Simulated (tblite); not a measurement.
Sb (SMILES [Sb]), quartet; IPEA1-xTB (tblite).

Input for tblite:
```
$ tblite run mol.xyz --method ipea1 --charge 0 --spin 3 --json tblite.json --no-restart

# file mol.xyz
1

Sb     0.00000000     0.00000000     0.00000000
```

Problem. Predict the main parts of the log of this tblite run.

Solution. 
```
xTB calculator
 | screened Coulomb repulsion
 | Coulomb electrostatics
 |  * isotropic Klopman-Ohno-Mataga-Nishimoto electrostatics
 |  * onsite third-order electrostatics
 | DFT-D3(BJ) dispersion correction

halogen bonding energy    0.0000000000000E+00 Eh
repulsion energy          0.0000000000000E+00 Eh
dispersion energy         0.0000000000000E+00 Eh
number of electrons       5.0000000000000E+00 e
integral cutoff           4.0000000000000E+01 bohr

------------------------------------------------------------
  cycle        total energy    energy error   density error
------------------------------------------------------------
      1     -2.316350670287  -2.3163507E+00   5.1279005E-16
      2     -2.316350670287   0.0000000E+00   3.0767403E-16
------------------------------------------------------------

electronic energy        -2.3163506702868E+00 Eh
total energy             -2.3163506702868E+00 Eh

Post processing:
 | Mayer-Wiberg bond orders

[Info] JSON dump of results written to 'tblite.json'
```
